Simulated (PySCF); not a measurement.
chlorotrifluoromethane (CClF3), singlet, at a GFN2-xTB geometry. Base run: M06L/6-31G run with PySCF.

Geometry (Å):
```xyz
5

F     -0.8613    -0.6325    -1.0287
C     -0.3504    -0.0077     0.0189
F     -0.8441     1.2188     0.0501
F     -0.7458    -0.6404     1.1109
Cl     1.4213     0.0314    -0.0767
```
All else is at PySCF's defaults.
Base energy -797.64788 Eh.

The base run was repeated with changes; each row names its change, and settings that it needs were set with it.

```
change                                ΔE vs base (µEh)  grid points  electrons on the grid
------------------------------------  ----------------  -----------  ---------------------
base                                               0.0        75784               50.00000
grids.atom_grid = (50, 194)                        484        32640               50.00002
grids.level = 2                                  -87.7        57768               50.00001
grids.atom_grid = (99, 590)                       27.5       156992               50.00000
grids.level = 1                                   1209        27400               50.00002
grids.becke_scheme = stratmann                     2.0        75784               50.00001
grids.prune = dft.gen_grid.sg1_prune              -139        31888               49.99972
grids.level = 5                                   28.4       217664               50.00000
grids.prune = off                                -10.3       125320               50.00000
grids.radi_method = delley                        97.4        80120               50.00000
grids.radi_method = mura_knowles                 -12.8        72112               50.00000
```
